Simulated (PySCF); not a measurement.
Compound: ethylgermane, C2H8Ge.
Numbering: `[CH3:1][CH2:2][GeH3:3]` (hydrogens: H4, H5, H6 on C1; H7, H8 on C2; H9, H10, H11 on Ge3)

A GFN2-xTB structure was refined with PBE0-D3(BJ)/def2-SVP geometry optimisation, gas phase (PySCF). Its GFN2-xTB values:

| coordinate | GFN2-xTB |
| --- | --- |
| C1–C2 | 1.492 Å |
| C1–H4 | 1.070 Å |
| C2–Ge3 | 1.963 Å |
| C2–H7 | 1.094 Å |
| Ge3–H9 | 1.469 Å |
| C1–C2–Ge3 | 111.9° |
| C2–Ge3–H9 | 112.5° |
| C2–Ge3–H10 | 111.6° |
| Ge3–C2–H7 | 108.4° |
| H4–C1–H5 | 106.0° |
| H7–C2–H8 | 107.2° |
| H9–Ge3–H10 | 107.2° |
| H9–Ge3–H11 | 107.2° |

How do these coordinates change at the PBE0-D3(BJ)/def2-SVP level?

| coordinate | PBE0-D3(BJ)/def2-SVP (Å or °) | change |
| --- | --- | --- |
| Ge3–H9 | 1.543 | +0.074 |
| C1–H4 | 1.102 | +0.032 |
| C1–C2 | 1.523 | +0.031 |
| C2–H7 | 1.103 | +0.009 |
| C2–Ge3 | 1.961 | -0.002 |
| C2–Ge3–H9 | 110.1 | -2.4 |
| C1–C2–Ge3 | 113.6 | +1.7 |
| H9–Ge3–H10 | 108.7 | +1.5 |
| H4–C1–H5 | 107.2 | +1.2 |
| Ge3–C2–H7 | 107.4 | -1.0 |
| H9–Ge3–H11 | 108.2 | +1.0 |
| H7–C2–H8 | 106.2 | -1.0 |
| C2–Ge3–H10 | 110.9 | -0.7 |

The energy falls by 0.143 eV over 4 energy and gradient evaluations, the largest force component goes from 0.0272 to 2.2e-04 Eh/bohr, and the atoms move by 0.042 Å rms after alignment. The bond that changes most is Ge3–H9 (ends: germanium bonded to C and 3 H; Ge–H hydrogen), which lengthens by 0.074 Å. Bonds longer at the end by more than 0.005 Å: 8 of 10; shorter: 0. Rotational constants go from 22955, 3631, 3385 to 22441, 3532, 3303 MHz.

The run used 100 basis functions and 23 SCF cycles in all. Time: 14 s; peak memory 0.41 GiB. Hardware: an Arm Neoverse V1 with one thread, no GPU, on a shared host.

Whether it is a minimum is left open (no frequencies).
